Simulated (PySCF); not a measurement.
Job file and geometry (Å, from GFN2-xTB) of an NMR shielding run on SMILES CN[Si@H](C[SiH2]C#N)[SiH2]N, C3H13N3Si3, GIAO PBE0/pcSseg-1 NMR shielding, non-relativistic, gas phase (PySCF); density fitting, a coarse starting grid and PySCF grid level 2 are the driver's defaults:

```
$ OMP_NUM_THREADS=1 python probes_run.py task.json out

{"job": {"kind": "nmr", "xc": "PBE0", "basis": "pcSseg-1"}, "charge": 0, "multiplicity": 1}
C     -0.554441     2.650331    -0.331267
N      0.251084     1.465522    -0.170657
Si    -0.410268    -0.033986     0.356899
C      1.069866    -1.252766     0.364911
Si     2.704159    -0.613854     1.071385
C      3.364614     0.632870    -0.157111
N      3.754901     1.380615    -0.933434
Si    -2.175575    -0.885916    -0.898350
N     -3.066953    -2.187770    -0.185990
H     -1.062667     2.688926    -1.301808
H     -1.312517     2.665980     0.449127
H      0.067976     3.541240    -0.231817
H      1.028258     1.457972    -0.813606
H     -0.751422     0.213948     1.780806
H      1.239953    -1.609362    -0.652337
H      0.762901    -2.128569     0.936802
H      2.568718     0.076433     2.354268
H      3.738880    -1.656670     1.133651
H     -3.216219     0.119393    -1.155346
H     -1.749147    -1.453577    -2.187538
H     -2.595956    -3.063778    -0.027213
H     -3.666555    -1.987596     0.597777
```

Q: What does the program print?

A: 
```
coarse grid: 19376 points
cycle   1  E = -1153.9919932222  dE =  6.475e-01  |g| = 6.824e-01  |ddm| = 4.226e+00
cycle   2  E = -1153.8501111389  dE =  1.419e-01  |g| = 1.050e+00  |ddm| = 1.473e+00
cycle   3  E = -1154.0889852025  dE = -2.389e-01  |g| = 2.328e-01  |ddm| = 9.208e-01
cycle   4  E = -1154.0995887233  dE = -1.060e-02  |g| = 7.248e-02  |ddm| = 1.626e-01
cycle   5  E = -1154.1006910748  dE = -1.102e-03  |g| = 1.593e-02  |ddm| = 5.980e-02
cycle   6  E = -1154.1007446317  dE = -5.356e-05  |g| = 4.256e-03  |ddm| = 1.592e-02
cycle   7  E = -1154.1007486796  dE = -4.048e-06  |g| = 1.249e-03  |ddm| = 5.010e-03
final grid: 172216 points
cycle   8  E = -1154.1458218291  dE = -2.926e-05  |g| = 9.274e-03  |ddm| = 2.574e-02
cycle   9  E = -1154.1458077512  dE =  1.408e-05  |g| = 1.219e-02  |ddm| = 1.772e-02
cycle  10  E = -1154.1458411395  dE = -3.339e-05  |g| = 1.505e-03  |ddm| = 1.008e-02
cycle  11  E = -1154.1458415433  dE = -4.038e-07  |g| = 6.724e-04  |ddm| = 1.194e-03
cycle  12  E = -1154.1458416354  dE = -9.205e-08  |g| = 1.579e-04  |ddm| = 4.524e-04
cycle  13  E = -1154.1458416406  dE = -5.250e-09  |g| = 3.215e-05  |ddm| = 1.235e-04
cycle  14  E = -1154.1458416409  dE = -2.140e-10  |g| = 1.048e-05  |ddm| = 3.758e-05
converged SCF energy = -1154.1458416409

GIAO shielding tensors (ppm)
atom      isotropic    diamagn.    paramagn.     s11        s22        s33       span
  0 C      154.510     244.261     -89.751    130.744    146.000    186.787     56.042
  1 N      249.046     330.836     -81.790    218.380    240.358    288.400     70.020
  2 Si     376.517     885.206    -508.689    350.215    360.596    418.739     68.524
  3 C      195.360     262.214     -66.854    189.912    193.974    202.194     12.283
  4 Si     417.720     879.616    -461.896    385.693    403.245    464.222     78.529
  5 C       59.176     264.754    -205.578    -60.348    -50.060    287.937    348.285
  6 N      -94.193     338.516    -432.709   -288.554   -283.085    289.060    577.613
  7 Si     405.210     880.955    -475.745    353.002    397.330    465.297    112.296
  8 N      276.335     317.945     -41.610    237.961    261.658    329.385     91.424
  9 H       28.889      30.257      -1.368     23.504     26.955     36.207     12.703
 10 H       29.286      30.775      -1.489     25.621     27.117     35.119      9.499
 11 H       28.704      29.107      -0.403     23.132     26.904     36.076     12.943
 12 H       31.391      41.222      -9.831     20.757     31.221     42.195     21.438
 13 H       26.723      33.678      -6.955     23.941     25.280     30.949      7.008
 14 H       31.432      35.844      -4.413     26.857     29.402     38.036     11.179
 15 H       31.992      34.029      -2.037     26.417     29.547     40.013     13.596
 16 H       27.251      28.658      -1.407     24.548     24.930     32.274      7.726
 17 H       27.086      26.661       0.425     23.358     24.886     33.014      9.657
 18 H       26.550      30.702      -4.152     22.181     26.876     30.594      8.414
 19 H       26.805      31.275      -4.470     22.972     26.621     30.822      7.850
 20 H       32.477      32.037       0.440     24.507     29.270     43.652     19.145
 21 H       32.356      30.935       1.421     24.500     28.223     44.344     19.844
```

Q: Turn these shieldings into chemical shifts. Chemical shifts δ = σref − σ; TMS for ¹³C (σ = 186.93 ppm) and ²⁹Si (σ = 349.16 ppm) and ¹H (σ = 31.72 ppm); ¹⁵N (σ = 267.73 ppm) against NH3, all at this level.

A: Averaging equivalent atoms: C 5: 127.7; C 0: 32.4; C 3: -8.4; N 6: 361.9; N 1: 18.7; N 8: -8.6; Si 2: -27.4; Si 7: -56.1; Si 4: -68.6; H 18: 5.17; H 13: 4.99; H 19: 4.91; H 17: 4.63; H 16: 4.47; H 9/10/11: 2.76; H 12: 0.33; H 14: 0.29; H 15: -0.28; H 20/21: -0.70 ppm. Experimental scales use liquid or dissolved standards, which lie at an offset from isolated NH3 (liquid NH3: subtract about 20 ppm). Unscaled 15N shifts of sp2 nitrogen come out 20 to 40 ppm too high even then.

Size and cost of the density-fitted run: 239 basis functions, 73 s wall time on 1 thread of an Arm Neoverse V2, shared host; peak memory 1.1 GiB.
